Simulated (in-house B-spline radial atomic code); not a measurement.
Configurations of Lu2+, with energies counted from [Xe] 4f14 6s1. Computed with a radial B-spline atomic code at the basis-set limit: Dirac-Hartree-Fock, average of configuration, Fermi nucleus of rms radius 5.37 fm. Energies include first-order Breit, QED and recoil terms.

Occupations are held fixed; configurations that lie above the ionisation limit could autoionise.

```
                 configuration  E - E(ref) (eV)  highest orbital  its <r> (bohr)
                 [Xe] 4f14 5f1           12.262            5f7/2           5.949
                [Xe] 4f14 10s1           17.081           10s1/2           21.43
                [Xe] 4f14 10p1           17.388           10p3/2           23.85
            [Xe] 4f13 6s1 10p1           29.592           10p3/2           23.33
             [Xe] 4f13 6s1 8g1           30.287            8g7/2           28.55
    [Kr] 4d10 4f14 5s2 5p5 6s2           33.555            6s1/2           3.039
[Kr] 4d10 4f14 5s2 5p5 6s1 6f1           49.666            6f7/2           10.07
 [Kr] 4d9 4f14 5s2 5p6 6s1 6f1           223.82            6f7/2           10.04
 [Kr] 4d9 4f14 5s2 5p6 6s1 7f1           225.37            7f7/2           15.45
 [Kr] 4d9 4f14 5s2 5p6 6s1 6g1           225.46            6g7/2           14.59
```

**Question.** Order these further configurations by energy, lowest first.
A. [Xe] 4f14 7d1
B. [Kr] 4d10 4f14 5s2 5p5 6s1 7g1
C. [Xe] 4f14 8d1
D. [Kr] 4d9 4f14 5s2 5p6 5g1 6s1
E. [Kr] 4d9 4f14 5s2 5p6 6s1 7p1

**Answer.** A (14.348 eV), C (16.16 eV), B (52.204 eV), E (220.4 eV), D (223.96 eV).

**Question.** How far above the reference does [Kr] 4d9 4f14 5s2 5p6 5f1 6s1 lie?

**Answer.** 220.96 eV; its least bound orbital is 5f7/2 with <r> = 5.63 bohr.

**Question.** How far above the reference does [Xe] 4f14 7f1 lie?

**Answer.** 16.527 eV; its least bound orbital is 7f7/2 with <r> = 15.9 bohr.

**Question.** How far above the reference does [Xe] 4f13 6s1 10d1 lie?

**Answer.** 30.089 eV; its least bound orbital is 10d5/2 with <r> = 28.08 bohr.

**Question.** One of these lies 27.3 eV from the reference. Which?
A. [Xe] 4f14 8f1
B. [Kr] 4d10 4f14 5s2 5p5 6s1 7d1
C. [Xe] 4f13 5g1 6s1

**Answer.** C.
